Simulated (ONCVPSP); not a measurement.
# phosphorus (P): variants of one ONCV potential

Base potential:

- Element: phosphorus
- Generator: ONCVPSP 4.0.1
- Type: optimised norm-conserving Vanderbilt (ONCV)
- Functional: LDA (Perdew-Zunger)
- Relativity: scalar-relativistic
- Frozen core: [He]
- Valence charge: 13
- Reference configuration: 2s2 2p6 3s2 3p3
- Partial waves: 2s+3s: rc 0.75 bohr, ncon 5, nbas 8, qcut 18.8 1/bohr, 2 projectors; 2p+3p: rc 0.95 bohr, ncon 3, nbas 6, qcut 17.7 1/bohr, 2 projectors; d scattering state at 0.02 Ha: rc 0.85 bohr, ncon 3, nbas 8, qcut 12.8 1/bohr, 1 projector
- Local potential: polynomial inside 0.70 bohr (lpopt 5, dvloc0 -1 Ha)
- Core correction: none

All-electron outer shells of the reference configuration (LDA (Perdew-Zunger), scalar-relativistic, ld1.x):

| shell | level (eV) | outermost node (bohr) | outermost maximum (bohr) |
| --- | --- | --- | --- |
| 1s | -2076.07 | – | 0.07 |
| 2s | -173.14 | 0.14 | 0.42 |
| 2p | -124.52 | – | 0.35 |
| 3s | -14.02 | 0.66 | 1.56 |
| 3p | -5.60 | 0.64 | 1.83 |

Cutoffs, loose and tight: the cutoffs (Ha) at which the residual kinetic energy of the hardest occupied pseudo-wave falls to 1 and 0.1 mHa per electron. They do not see the model core or the augmentation charge, which bear on the density cutoff. Test errors are all-electron minus pseudo excitation energies from the reference, over the configurations 2s2 2p6 3s2 3p2; 2s2 2p6 3s2 3p1; 2s2 2p6 3s2 3p0; 2s2 2p6 3s1 3p3. A dash means not determined; rows that change the core or the reference have their own tests.

```csv
change,outcome,"cutoff, loose","cutoff, tight",bound ghosts,GHOST(+) flags above zero,largest test error (meV)
base,generated,123 Ha,146 Ha,none,none,+9.2
p: rc 1.42,generated,123 Ha,146 Ha,none,none,+3.3
d: rc 0.84,generated,123 Ha,146 Ha,none,none,+9.2
s: qcut 20; p: qcut 18.9; d: qcut 13.6,generated,132 Ha,157 Ha,none,none,+8.7
"all radii scaled by about 1.15 (s 0.86, p 1.10, d 0.98 bohr); local potential polynomial inside 0.80 bohr (lpopt 5, dvloc0 -1 Ha)",generated,106 Ha,128 Ha,none,none,+9.9
d: nbas 6,generated,123 Ha,146 Ha,none,none,+9.2
non-relativistic,generated,123 Ha,146 Ha,none,none,+9.6
"local potential polynomial inside 0.55 bohr (lpopt 5, dvloc0 0 Ha)",generated,123 Ha,146 Ha,none,none,+9.3
functional LDA (Perdew-Wang 92),generated,123 Ha,146 Ha,none,none,+9.2
"local potential polynomial inside 0.70 bohr (lpopt 5, dvloc0 -2 Ha)",generated,123 Ha,146 Ha,none,none,+9.3
```

Task: What comes out with this change to the base: s: qcut 19?

Result: outcome: generated; cutoff, loose: 125 Ha; cutoff, tight: 148 Ha; bound ghosts: none; GHOST(+) flags above zero: none; largest test error (meV): +9.1.

Task: What comes out with this change to the base: s: nproj 4?

Result: outcome: failed: optimize: ERROR ps0norm > uunorm, code will stop. Cause: the continuity conditions at rc already need more norm inside rc than the all-electron wave has, so norm conservation cannot be met.

Task: What comes out with this change to the base: core [Ne], valence charge 5; reference 3s1 3p4; waves now 3s: rc 1.35 bohr, ncon 5, nbas 10, qcut 4.2 1/bohr, 2 projectors, debl 1.8 Ha; 3p: rc 1.25 bohr, ncon 4, nbas 7, qcut 6 1/bohr, 1 projector; d scattering state at 0.02 Ha: rc 1.35 bohr, ncon 4, nbas 8, qcut 7 1/bohr, 2 projectors, debl 1.3 Ha; local potential polynomial inside 1.05 bohr (lpopt 5, dvloc0 3 Ha)?

Result: outcome: generated; cutoff, loose: 68 Ha; cutoff, tight: 111 Ha; bound ghosts: none; GHOST(+) flags above zero: s; largest test error (meV): +20.
